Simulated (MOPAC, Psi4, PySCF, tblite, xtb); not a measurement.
Dimer C2H2 ··· COS (SMILES C#C and O=C=S), singlet at R = 3.41 Å between the centres of mass, closest contact 3.16 Å (lowest of the rigid-body minima from ten starts at GFN2-xTB). Geometry in Å and degrees:

```
7

C     -0.496    -0.081     0.325
C      0.496     0.081    -0.325
H     -1.377    -0.224     0.902
H      1.377     0.224    -0.902
O      0.704     3.303    -0.720
C     -0.255     3.324    -0.076
S     -1.552     3.353     0.795
```

- GFN2-xTB (tblite)
- SAPT0/jun-cc-pVDZ, frozen core (Psi4)
- PBE/def2-TZVP, counterpoise-corrected (Psi4)
- PBE-D3(BJ)/def2-TZVP, counterpoise-corrected (Psi4)
- HF/aug-cc-pVDZ, counterpoise-corrected (Psi4)
- MP2/aug-cc-pVDZ = DF-MP2/aug-cc-pVDZ, frozen core, counterpoise-corrected run with Psi4
- SCS-MP2/aug-cc-pVDZ = DF-SCS-MP2/aug-cc-pVDZ, frozen core, counterpoise-corrected run with Psi4 1.11
- PM6, restricted, heats of formation (MOPAC)
- PM3, restricted, heats of formation (MOPAC)
- GFN1-xTB (xtb)
- RKS-B3LYP/6-31G* = restricted B3LYP/6-31G*, spherical d, no counterpoise correction (PySCF)
- RHF/STO-3G = restricted Hartree-Fock/STO-3G, no counterpoise correction (PySCF)
- RKS-B3LYP/LANL2DZ = restricted B3LYP/LANL2DZ, with its core potentials past Ne, no counterpoise correction in PySCF
- RMP2/6-31G* = restricted MP2 (frozen core)/6-31G*, spherical d, no counterpoise correction in PySCF 2.14.0

Question: What interaction energy does each level give?

Answer: 
```
method                E_int / kcal/mol
--------------------  ----------------
RMP2/6-31G*                      -1.70
PBE-D3(BJ)/def2-TZVP             -1.51
GFN2-xTB                         -1.50
MP2/aug-cc-pVDZ                  -1.46
SAPT0/jun-cc-pVDZ                -1.35
SCS-MP2/aug-cc-pVDZ              -0.85
GFN1-xTB                         -0.84
RKS-B3LYP/6-31G*                 -0.58
PM6                              -0.33
PBE/def2-TZVP                    -0.21
RKS-B3LYP/LANL2DZ                -0.15
RHF/STO-3G                       -0.09
HF/aug-cc-pVDZ                    0.90
PM3                               1.16
```
